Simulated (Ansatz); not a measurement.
H5InOSi, relaxed with RKS PBE0-D4/def2-TZVP in the Gaussian-basis code of Ansatz from a PBE-D4/def2-SVP geometry. The force threshold is 0.005 eV/Å; the program also tests the step.

The species carries charge 0 and has multiplicity 1. In takes the def2 core potential. The bonds changed during the relaxation, so this is another structure than the one it started from.

Start:

```xyz
8

O     0.542    1.066   -1.061
In   -0.919    1.635   -2.421
Si   -0.200   -0.761    0.886
H     1.493    1.276   -1.114
H    -1.444   -0.424    0.107
H     0.821   -1.460    0.040
H    -0.639   -1.758    1.940
H     0.346    0.425    1.622
```

```json
{"step": "1", "energy (eV)": "-15176.1669", "largest force (eV/Å)": "0.647", "largest move (Å)": "0.000"}
{"step": "2", "energy (eV)": "-15176.1953", "largest force (eV/Å)": "0.217", "largest move (Å)": "0.035"}
{"step": "3", "energy (eV)": "-15176.1979", "largest force (eV/Å)": "0.054", "largest move (Å)": "0.033"}
{"step": "4", "energy (eV)": "-15176.1989", "largest force (eV/Å)": "0.024", "largest move (Å)": "0.027"}
{"step": "5", "energy (eV)": "-15176.2004", "largest force (eV/Å)": "0.087", "largest move (Å)": "0.084"}
{"step": "6", "energy (eV)": "-15176.2015", "largest force (eV/Å)": "0.143", "largest move (Å)": "0.084"}
{"step": "7", "energy (eV)": "-15176.2026", "largest force (eV/Å)": "0.132", "largest move (Å)": "0.074"}
{"step": "8", "energy (eV)": "-15176.2030", "largest force (eV/Å)": "0.050", "largest move (Å)": "0.027"}
{"step": "9", "energy (eV)": "-15176.2032", "largest force (eV/Å)": "0.033", "largest move (Å)": "0.029"}
{"step": "10", "energy (eV)": "-15176.2032", "largest force (eV/Å)": "0.003", "largest move (Å)": "0.011"}
```

End:

```xyz
8

O     0.669    1.081   -1.100
In   -1.013    1.471   -2.182
Si   -0.211   -0.775    0.891
H     1.545    1.435   -1.265
H    -1.361   -0.373    0.029
H     0.816   -1.491    0.104
H    -0.772   -1.735    1.889
H     0.327    0.386    1.633
```

It took 28 s on 2 threads of an AMD EPYC 7B13 on a shared host, with 0.34 GiB of host memory at the peak.
